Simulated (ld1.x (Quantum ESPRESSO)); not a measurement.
Building the TM semilocal potential for Ba (Z = 56) (LDA (PZ), non-relativistic).

barium, norm-conserving Troullier–Martins (semilocal form), made with ld1.x (Quantum ESPRESSO) 7.5 (LDA (PZ), non-relativistic). Core [Kr] 4d10 5s2, reference 5p6 5d0 6s2 6p0. Waves: 6s (bound): rc 4.20 bohr; 5d (bound, empty): rc 3.55 bohr; 5p (bound): rc 3.25 bohr. Local part: the p channel. Core correction: a·sin(br)/r model core inside 1.95 bohr.

All-electron outer shells of the reference configuration (LDA (PZ), non-relativistic, ld1.x):

| shell | level (eV) | outermost node (bohr) | outermost maximum (bohr) |
| --- | --- | --- | --- |
| 5s | -31.48 | 0.83 | 1.53 |
| 5p | -19.00 | 0.87 | 1.69 |
| 6s | -3.24 | 2.05 | 4.21 |
| 5d | -2.72 | 0.99 | 2.40 |
| 6p | -1.39 | 2.37 | 5.40 |

Question: Does the generator finish with these settings?

Answer: Yes, a potential is produced.

Question: Estimate the cutoffs (Ry, on a coarse ladder) from which the occupation-weighted sum of valence levels, in a spherical-Bessel basis at the reference potential, stays within 10 and 1 mRy of its value at 400 Ry.

Answer: 10 Ry and 15 Ry.

Question: Which valence shell sets the plane-wave cutoff?

Answer: 5p: its level needs 10 Ry to come within 1 mRy, against 6 Ry for 6s.

Its largest configuration-test error is -72 meV (5p5 5d0 6s2 6p0). 2 of 9 tests not solved or not reliable. Not counted: 5p6 5d0 6s0 6p1 (solver errors, printed error -1.8 eV); 5p6 5d0 6s1 6p1 (solver errors, printed error -10.7 eV).
